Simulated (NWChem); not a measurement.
System: C4H6O; SMILES C#CCOC

Here is an NWChem input.

```
start job
memory heap 200 mb stack 900 mb global 1100 mb
geometry units angstroms noautosym nocenter noautoz
  C      0.280862     2.577591     0.000000
  C     -0.091173     1.430051     0.000000
  C     -0.580842     0.052305     0.000000
  O      0.509952    -0.851328     0.000000
  C      0.078048    -2.195680     0.000000
  H      0.624182     3.587034     0.000000
  H     -1.220068    -0.114017     0.885505
  H     -1.220068    -0.114017    -0.885505
  H      0.976162    -2.817948     0.000000
  H     -0.522676    -2.432829     0.893482
  H     -0.522676    -2.432829    -0.893482
end
basis spherical
  * library 6-31g*
end
dft
  xc b3lyp
  iterations 150
end
cosmo
  do_cosmo_smd true
  solvent toluene
end
task dft energy
```

The geometry was optimised at B3LYP/6-31G* (spherical d). Solvent: toluene.

Level: B3LYP/6-31G* with SMD (1 M gas to 1 M solution), gas-phase geometry.

**Question.** Predict the main results of this run. (B3LYP/6-31G* (spherical d), SMD on the gas-phase geometry.) Quantities: solvation free energy (kcal/mol); cavity-dispersion-structure term (kcal/mol); dipole in solution (D).

**Answer.** 
```yaml
solvation free energy (kcal/mol): -3.4
cavity-dispersion-structure term (kcal/mol): -0.4
dipole in solution (D): 1.70
```
